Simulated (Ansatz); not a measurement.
`C=C[SiH](F)Cl` + `N=C=O` → `O=C=N[SiH](F)Cl` + ethylene at 500 K and 1 bar (ligand exchange at the Si–C bond).

Computed with Ansatz on PBE0-D4/def2-TZVP structures; ΔE is electronic, products minus reactants. CBS: MP2 limit from def2 TZ/QZ plus the TZ coupled-cluster correction, frozen cores. This one scheme is used for every species. One conformer a species, not always the lowest.

```json
{"species": "`C=C[SiH](F)Cl`", "CCSD(T)/CBS energy (Eh)": "-927.26522", "H − E (kJ/mol)": "190.1", "S (J/(mol·K))": "397.7"}
{"species": "`N=C=O`", "CCSD(T)/CBS energy (Eh)": "-168.51995", "H − E (kJ/mol)": "77.7", "S (J/(mol·K))": "264.2"}
{"species": "`O=C=N[SiH](F)Cl`", "CCSD(T)/CBS energy (Eh)": "-1017.33874", "H − E (kJ/mol)": "115.3", "S (J/(mol·K))": "418.1"}
{"species": "`C=C`", "CCSD(T)/CBS energy (Eh)": "-78.48111", "H − E (kJ/mol)": "155.1", "S (J/(mol·K))": "245.3"}
```

H − E and S are ideal-gas, rigid-rotor, harmonic terms from PBE0-D4/def2-TZVP, for one conformer and one mirror image of each species. 1 Eh = 2625.50 kJ/mol, R = 8.31446 J/(mol·K).

Problem. By hand: ΔE, ΔH, ΔS and ΔG.

Solution. ΔE = (-1017.33874) + (-78.48111) − (-927.26522) − (-168.51995) = -0.03468 Eh = -91.1 kJ/mol. Δ(H − E) = 115.3 + 155.1 − 190.1 − 77.7 = 2.6, so ΔH = -88.5 kJ/mol. ΔS = 418.1 + 245.3 − 397.7 − 264.2 = 1.5 J/(mol·K). ΔG = -88.5 − 500 × (1.5)/1000 = -89.2 kJ/mol.

Problem. By hand: the equilibrium constant, and the temperature at which ΔG would vanish if ΔH and ΔS stayed fixed.

Solution. log₁₀ K = −ΔG/(RT ln 10) = 9.3. ΔH and −TΔS have one sign here, so there is no such temperature. One of them is within its doubt of zero, so this could turn.

The number of gas molecules stays the same, so ΔS is small and ΔH decides. A doubt of 5 kJ/mol in ΔE shifts log₁₀ K by 0.5 here. Other conformers and mirror images would add mixing entropy, several J/(mol·K) or more a flexible species. Modes under 60 cm⁻¹, often nearly free rotors, make the harmonic entropy too high. These are equilibria of isolated gas molecules and say nothing of rates. Largest T1 diagnostic: 0.018 (customary marks: 0.02 for closed shells, 0.045 for open ones).
